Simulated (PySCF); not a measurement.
PySCF input file for C3H9Ge, SMILES C[C](C)[GeH3] (connectivity only; charge and spin as stated), charge +1, multiplicity 1, PBE-D3(BJ)/def2-SVP. Geometry: PBE-D3(BJ)/def2-SVP. The spin state was assumed, not searched. The isomer is the one that the SMILES or the coordinates give; other isomers of the formula were not compared.

```python
import numpy as np
from pyscf import gto, scf, dft, df
from pyscf.hessian import thermo

mol = gto.M(
    atom='''
    C    -1.15128707    1.73689884   -0.30161947
    C    -0.91777518    0.32784466   -0.03357124
    C    -2.03956553   -0.58280606    0.12637369
    Ge    0.97523149   -0.35267700    0.05528235
    H    -2.15876836    1.98384452   -0.69641164
    H    -1.13044791    2.16233028    0.74569113
    H    -0.32779813    2.26390841   -0.82427503
    H    -3.02293674   -0.10025888    0.30143401
    H    -2.10600019   -1.04790146   -0.90123697
    H    -1.84556392   -1.44702659    0.79354181
    H     0.96231140   -1.64092519    0.89325408
    H     1.26758773   -0.59558527   -1.44585075
    H     1.80597504    0.81565336    0.61772009
    ''',
    basis='def2-SVP',
    charge=1,
    spin=0,
    max_memory=1600,
    verbose=3,
)
mf = dft.RKS(mol, xc='pbe').density_fit(auxbasis='def2-universal-jkfit')
mf.disp = 'd3bj'
mf.grids.level = 3
mf.conv_tol = 1e-11
mf.max_cycle = 100
mf.kernel()

# [left out here: the lines that compute and print the analytic Hessian (its translational invariance restored by hand, since the grid's response is missing), thermochemistry and intensities]
```

Program output:

```
converged SCF energy = -2195.58009118274

WARN: DFTD3 does not support analytical Hessian, using finite difference


WARN: Mole.unit (angstrom) is changed to Bohr

Mode                                 0                   1                   2
Irrep
Freq [cm^-1]                       42.4970            149.8129            217.6318
Reduced mass [au]                   1.0705              1.0363              1.1158
Force const [Dyne/A]                0.0011              0.0137              0.0311
Char temp [K]                      61.1437            215.5475            313.1237
Normal mode                   x     y     z       x     y     z       x     y     z
       0   C                 0.01 -0.01 -0.04    0.01  0.02  0.03   -0.03  0.03  0.02
       1   C                -0.00 -0.00 -0.00    0.00  0.01  0.01    0.00  0.03 -0.02
       2   C                -0.00  0.01  0.05    0.01  0.00 -0.01    0.05 -0.02 -0.02
       3  Ge                -0.00 -0.00 -0.00   -0.00 -0.00 -0.01   -0.01 -0.00  0.00
       4   H                 0.02 -0.03 -0.10    0.08 -0.01 -0.17   -0.15  0.11  0.40
       5   H                -0.08  0.01 -0.05   -0.30 -0.09  0.08    0.54  0.09 -0.02
       6   H                 0.02 -0.01 -0.02    0.10  0.11  0.27   -0.17 -0.06 -0.33
       7   H                -0.01  0.02 -0.03   -0.07 -0.02 -0.38   -0.01 -0.10 -0.21
       8   H                 0.05 -0.12  0.11    0.33 -0.45  0.18    0.26 -0.24  0.06
       9   H                -0.01  0.09  0.15   -0.07  0.25  0.34    0.07  0.10  0.14
      10   H                -0.06 -0.26 -0.41    0.02  0.04  0.06   -0.12 -0.00  0.01
      11   H                 0.21  0.53 -0.04   -0.10 -0.10 -0.01    0.06 -0.03  0.03
      12   H                -0.12 -0.15  0.49    0.05  0.01 -0.13    0.02 -0.06  0.06
Mode                                 3                   4                   5
Irrep
Freq [cm^-1]                      223.4483            285.0616            317.9449
Reduced mass [au]                   2.2049              2.7799              1.6442
Force const [Dyne/A]                0.0649              0.1331              0.0979
Char temp [K]                     321.4923            410.1401            457.4519
Normal mode                   x     y     z       x     y     z       x     y     z
       0   C                 0.12 -0.07  0.02    0.12 -0.01 -0.02   -0.06 -0.01 -0.02
       1   C                -0.04 -0.10  0.01    0.04  0.00  0.07   -0.02  0.02  0.14
       2   C                -0.12 -0.00 -0.01    0.11 -0.08  0.00   -0.05  0.03 -0.04
       3  Ge                 0.00  0.03 -0.00   -0.05  0.02 -0.00    0.02 -0.01  0.00
       4   H                 0.12  0.08  0.11    0.17  0.02 -0.14   -0.07 -0.12 -0.05
       5   H                 0.32 -0.07  0.02    0.06  0.10 -0.06    0.00  0.23 -0.13
       6   H                 0.15 -0.20 -0.05    0.19 -0.10 -0.00   -0.09 -0.10 -0.18
       7   H                -0.09  0.09 -0.12    0.06 -0.18  0.03   -0.08  0.03 -0.23
       8   H                -0.07 -0.11  0.04    0.14  0.04 -0.06    0.17  0.11 -0.10
       9   H                -0.23  0.04  0.08    0.17 -0.13 -0.08   -0.20 -0.02 -0.06
      10   H                 0.21  0.04  0.01    0.05 -0.05 -0.10    0.15 -0.10 -0.15
      11   H                 0.01  0.07 -0.01   -0.23  0.09 -0.06   -0.37  0.13 -0.11
      12   H                -0.15  0.15 -0.04    0.08 -0.04 -0.08    0.19 -0.08 -0.10
Mode                                 6                   7                   8
Irrep
Freq [cm^-1]                      486.8110            518.7370            556.5350
Reduced mass [au]                   1.3074              2.0355              1.1836
Force const [Dyne/A]                0.1825              0.3227              0.2160
Char temp [K]                     700.4126            746.3470            800.7299
Normal mode                   x     y     z       x     y     z       x     y     z
       0   C                -0.01 -0.05 -0.01    0.01  0.09 -0.02   -0.02  0.06 -0.00
       1   C                 0.07 -0.03 -0.08   -0.13  0.04 -0.03   -0.01  0.03 -0.05
       2   C                 0.02  0.03 -0.03   -0.07 -0.09  0.00    0.03  0.00 -0.01
       3  Ge                -0.01  0.01  0.02    0.03 -0.00  0.01   -0.00 -0.03  0.01
       4   H                -0.07 -0.05  0.15    0.09  0.30 -0.08   -0.03  0.05  0.02
       5   H                 0.08 -0.27  0.09    0.06  0.04  0.00    0.01  0.03  0.01
       6   H                -0.09  0.11  0.03    0.15 -0.03  0.06   -0.04  0.09 -0.01
       7   H                 0.13  0.21  0.08   -0.10 -0.22  0.16    0.01 -0.05  0.07
       8   H                -0.28 -0.10  0.07   -0.19 -0.17  0.05   -0.04 -0.05  0.03
       9   H                -0.02  0.12  0.10    0.15 -0.03  0.03    0.12  0.04  0.01
      10   H                 0.01 -0.14 -0.22   -0.10 -0.06 -0.09    0.65 -0.04 -0.03
      11   H                -0.42  0.11 -0.10   -0.23  0.01 -0.05   -0.12  0.28 -0.07
[...]
       1   C                 0.04  0.14 -0.06    0.04 -0.01  0.00    0.04  0.11 -0.01
       2   C                -0.04 -0.04 -0.01   -0.07 -0.04  0.03   -0.08 -0.06  0.03
       3  Ge                -0.00 -0.00  0.00   -0.00  0.00  0.00   -0.00 -0.00 -0.00
       4   H                -0.09 -0.06  0.25   -0.22 -0.28  0.25    0.19  0.28 -0.19
       5   H                -0.15  0.08 -0.05   -0.01 -0.02 -0.00   -0.04 -0.01  0.01
       6   H                 0.19 -0.27  0.09    0.34 -0.26  0.21   -0.28  0.12 -0.20
       7   H                 0.04 -0.01  0.36    0.07  0.33 -0.26    0.08  0.33 -0.20
       8   H                 0.26 -0.13  0.02    0.02 -0.00  0.01    0.03 -0.06  0.03
       9   H                -0.39 -0.14 -0.03    0.43 -0.06 -0.14    0.31 -0.11 -0.16
      10   H                 0.04  0.00 -0.01   -0.01 -0.00 -0.00    0.02 -0.00 -0.00
      11   H                -0.03  0.00 -0.01   -0.01  0.00 -0.00    0.01 -0.00  0.00
      12   H                -0.01  0.01  0.01   -0.00  0.01 -0.00   -0.02  0.01 -0.00
Mode                                24                  25                  26
Irrep
Freq [cm^-1]                     2093.1679           2134.7872           2163.8976
Reduced mass [au]                   1.0168              1.0189              1.0254
Force const [Dyne/A]                2.6248              2.7359              2.8290
Char temp [K]                    3011.6025           3071.4834           3113.3668
Normal mode                   x     y     z       x     y     z       x     y     z
       0   C                -0.00 -0.00 -0.00   -0.00  0.00  0.00   -0.00 -0.00 -0.00
       1   C                -0.00  0.00  0.00    0.00 -0.00 -0.00    0.00  0.00 -0.00
       2   C                 0.00  0.00  0.00   -0.00  0.00 -0.00   -0.00 -0.00  0.00
       3  Ge                -0.00  0.00  0.01   -0.01 -0.00 -0.01    0.00  0.01 -0.01
       4   H                -0.00  0.00  0.00    0.00  0.00  0.00   -0.00  0.00  0.00
       5   H                 0.00 -0.00 -0.00   -0.00 -0.00 -0.00    0.00  0.00  0.00
       6   H                -0.00  0.00  0.00   -0.00  0.00 -0.00    0.00 -0.00  0.00
       7   H                -0.00 -0.00 -0.00   -0.00 -0.00 -0.00   -0.00 -0.00  0.00
       8   H                 0.00  0.00  0.00    0.00 -0.00 -0.00   -0.00 -0.00 -0.00
       9   H                 0.00  0.00 -0.00   -0.00  0.00 -0.00   -0.00 -0.00  0.00
      10   H                -0.01 -0.12  0.10   -0.01 -0.36  0.21   -0.00 -0.74  0.49
      11   H                 0.19 -0.15 -0.93   -0.05  0.03  0.20   -0.01  0.03  0.07
      12   H                 0.07  0.12  0.08    0.47  0.67  0.31   -0.24 -0.32 -0.17
Mode                                27                  28                  29
Irrep
Freq [cm^-1]                     2847.1087           2858.1342           3000.8838
Reduced mass [au]                   1.0599              1.0640              1.0647
Force const [Dyne/A]                5.0622              5.1210              5.6489
Char temp [K]                    4096.3556           4112.2188           4317.6036
Normal mode                   x     y     z       x     y     z       x     y     z
       0   C                -0.00  0.03  0.05   -0.00  0.02  0.03    0.02 -0.03  0.06
       1   C                 0.00  0.00  0.00   -0.00 -0.00 -0.00   -0.00  0.00  0.00
       2   C                 0.01  0.02  0.03   -0.01 -0.03 -0.05    0.02  0.00 -0.02
       3  Ge                 0.00  0.00 -0.00    0.00  0.00 -0.00   -0.00  0.00  0.00
       4   H                 0.14 -0.03  0.07    0.07 -0.01  0.03   -0.61  0.15 -0.24
       5   H                -0.01 -0.32 -0.74   -0.01 -0.19 -0.45    0.00 -0.08 -0.16
       6   H                -0.10 -0.05  0.07   -0.05 -0.03  0.04    0.42  0.27 -0.26
       7   H                -0.08  0.05  0.02    0.13 -0.07 -0.03   -0.24  0.12  0.04
       8   H                -0.04 -0.21 -0.43    0.06  0.34  0.73    0.01  0.03  0.06
       9   H                 0.02 -0.06  0.06   -0.03  0.09 -0.08    0.04 -0.18  0.14
      10   H                 0.00  0.00  0.00    0.00 -0.00  0.00   -0.00  0.00 -0.00
      11   H                 0.00 -0.00 -0.00    0.00 -0.00  0.00    0.00 -0.00 -0.00
      12   H                 0.00 -0.00 -0.00    0.00 -0.00  0.00    0.00 -0.00 -0.00
Mode                                30                  31                  32
Irrep
Freq [cm^-1]                     3004.6232           3088.8852           3092.1360
Reduced mass [au]                   1.0655              1.1107              1.1120
Force const [Dyne/A]                5.6671              6.2441              6.2641
Char temp [K]                    4322.9838           4444.2181           4448.8952
Normal mode                   x     y     z       x     y     z       x     y     z
       0   C                -0.01  0.01 -0.02    0.07  0.01 -0.01   -0.05 -0.01  0.01
       1   C                -0.00 -0.00 -0.00    0.00 -0.00  0.00    0.00 -0.00 -0.00
       2   C                 0.04  0.01 -0.05    0.03 -0.04  0.01    0.05 -0.06  0.02
       3  Ge                -0.00  0.00  0.00   -0.00  0.00 -0.00   -0.00 -0.00 -0.00
       4   H                 0.24 -0.05  0.09   -0.44  0.11 -0.18    0.33 -0.08  0.13
       5   H                 0.00  0.04  0.08    0.02  0.01 -0.00   -0.01  0.00  0.00
       6   H                -0.18 -0.11  0.11   -0.44 -0.28  0.28    0.30  0.19 -0.20
       7   H                -0.56  0.28  0.10   -0.32  0.16  0.06   -0.46  0.24  0.09
       8   H                 0.02  0.09  0.17    0.01 -0.01  0.01    0.01 -0.01  0.02
       9   H                 0.11 -0.47  0.36   -0.07  0.32 -0.25   -0.10  0.43 -0.34
      10   H                -0.00 -0.00  0.00    0.00  0.00  0.00    0.00  0.00  0.00
      11   H                 0.00 -0.00  0.00    0.00  0.00  0.00    0.00 -0.00 -0.00
      12   H                -0.00  0.00 -0.00   -0.00  0.00  0.00   -0.00 -0.00  0.00
temperature 298.1500 [K]
pressure 101325.00 [Pa]
Rotational constants [GHz] 7.84742 2.61217 2.06096
Symmetry number 1
Zero-point energy (ZPE) 0.09842 [Eh]   258390.986 [J/mol]
                           tot       elec      trans        rot        vib
Entropy [J/mol/K]       354.363      0.000    168.216    110.599     75.548
Cv [J/mol/K]            109.110      0.000     12.472     12.472     84.167
Cp [J/mol/K]            117.424      0.000     20.786     12.472     84.167
Internal energy [J/mol]                      3718.434   3718.434 270616.260
Internal energy [Eh]   -2195.47419  -2195.58009
Enthalpy [J/mol]                             6197.391   3718.434 270616.260
Enthalpy [Eh]          -2195.47324
Gibbs free energy [J/mol]                  -43956.294 -29256.788 248091.735
Gibbs free energy [Eh] -2195.51348
mode   freq/cm-1   IR/(km/mol)
   1       42.50         0.210
   2      149.81         5.733
   3      217.63         6.617
   4      223.45         2.684
   5      285.06         0.537
   6      317.94         1.959
   7      486.81        26.510
   8      518.74         7.587
   9      556.53        23.687
  10      632.33         3.117
  11      754.80        56.545
  12      802.87        14.199
  13      817.84        25.116
  14      868.44        33.161
  15      937.06         0.840
  16      959.64         3.699
  17     1165.26        31.462
  18     1221.25        71.660
  19     1231.66        51.954
  20     1263.56        78.260
  21     1299.63         0.726
  22     1308.11        55.791
  23     1417.97         4.300
  24     1437.09        35.000
  25     2093.17         5.815
  26     2134.79        11.232
  27     2163.90        24.042
  28     2847.11       168.989
  29     2858.13        50.009
  30     3000.88         2.745
  31     3004.62        15.188
  32     3088.89         4.544
  33     3092.14         8.355
max |gradient| / (hartree/bohr): 5.626757714253738e-05
APT charges: [-0.3279  0.4885 -0.3184  0.7802  0.1013  0.1626  0.1138  0.0922  0.1628
  0.1154 -0.1342 -0.1128 -0.1235]
```

The run converged.

Cost: about 4 core-minutes (a rough figure).
